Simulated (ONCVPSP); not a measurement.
**Before and after: ONCV potential for promethium**

```json
{"Element": "promethium", "Generator": "ONCVPSP 4.0.1", "Type": "optimised norm-conserving Vanderbilt (ONCV)", "Functional": "PBEsol", "Relativity": "scalar-relativistic", "Frozen core": "[Kr] 4d10 4f4", "Valence charge": "11", "Reference configuration": "5s2 5p6 5d1 6s1 (charge +1)", "Partial waves": "5s+6s: rc 2.15 bohr, ncon 5, nbas 8, qcut 5.7 1/bohr, 2 projectors; 5p: rc 2.65 bohr, ncon 5, nbas 9, qcut 4.2 1/bohr, 3 projectors, debl 2.6 Ha; 5d: rc 3.45 bohr, ncon 5, nbas 10, qcut 3.6 1/bohr, 1 projector; f scattering state at 0.03 Ha: rc 3.75 bohr, ncon 4, nbas 7, qcut 3 1/bohr, 2 projectors, debl 3.8 Ha", "Local potential": "polynomial inside 2.00 bohr (lpopt 5, dvloc0 0 Ha)", "Core correction": "Teter function, fcfact 1.5, rcfact 1.15"}
```

Change: s: rc 2.76.

Cutoffs: the cutoffs (Ha) at which the residual kinetic energy of the hardest occupied pseudo-wave falls to 1 and 0.1 mHa per electron; they do not see the model core or the augmentation charge, which bear on the density cutoff. Errors are all-electron minus pseudo energies relative to the spin-unpolarised reference configuration.

Task: Predict the effect on cutoff, ghosts and configuration errors.

Result: The potential gets softer (13 Ha and 16 Ha → 9.8 Ha and 12 Ha); of the 4 tests that both files solve, the error grows in 0 and shrinks in 2 by more than 15 % and 0.3 meV (median size 2.6 → 1.8 meV); neither file shows a bound ghost. A larger radius leaves more room for a smooth pseudo-wave, so fewer plane waves are needed.

```csv
quantity,base,changed
"cutoff, loose",13 Ha,9.8 Ha
"cutoff, tight",16 Ha,12 Ha
loose cutoff by channel,"s 13 Ha, p 6.1 Ha, d 5.5 Ha","s 9.8 Ha, p 6.1 Ha, d 5.5 Ha"
bound ghosts,none,none
GHOST(+) flags under 300 eV,"s at 81.9 eV, f at 102.7 eV",f at 102.7 eV
"error for 5s2 5p6 5d1 6s2, meV [ΔE -6.39 eV]",+2.6,+2.1
"error for 5s2 5p6 5d1 6s0, meV [ΔE 11.55 eV]",+2.7,+1.5
"error for 5s2 5p6 5d0 6s0, meV [ΔE 31.12 eV]",+12,+12
"error for 5s2 5p6 5d1.5 6s1.5, meV [ΔE -5.79 eV]",-1.0,-1.1
p: phases at 2.69 bohr within 0.05 rad from the reference energy up to (Ha; the scan ends near 5),to the end of the scan,to the end of the scan
d: phases at 3.50 bohr within 0.05 rad from the reference energy up to (Ha; the scan ends near 5),0.3,0.3
f: phases at 3.80 bohr within 0.05 rad from the reference energy up to (Ha; the scan ends near 5),0.5,0.5
"rms error of d²Exc/dni dnj with the model core, mHa",3.05,2.84
```
